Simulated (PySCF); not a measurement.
A calculated (UHF, PySCF 2.14, cc-pVDZ-DK, the spin-free X2C one-electron Hamiltonian (Gaussian nucleus)) atom or ion has these occupied shells.

| shell | electrons | orbital energy (eV) | rms radius, mean of both spins (bohr) |
| --- | --- | --- | --- |
| 1s α | 1 | -5018.1 | 0.0804 |
| 1s β | 1 | -5018.0 | 0.0804 |
| 2s α | 1 | -589.83 | 0.350 |
| 2s β | 1 | -588.92 | 0.350 |
| 2p α | 3 | -485.57 | 0.320 |
| 2p β | 3 | -484.65 | 0.320 |
| 3s α | 1 | -80.874 | 1.08 |
| 3s β | 1 | -77.416 | 1.08 |
| 3p α | 3 | -51.129 | 1.19 |
| 3p β | 3 | -46.868 | 1.19 |
| 3d α | 2 | -11.979 | 1.66 |
| 4s α | 1 | -6.377 | 4.04 |
| 4s β | 1 | -5.752 | 4.04 |

Name the element and its charge.

Ti (titanium, neutral), in [Ar] 3d2 4s2, high-spin 3F determinant.
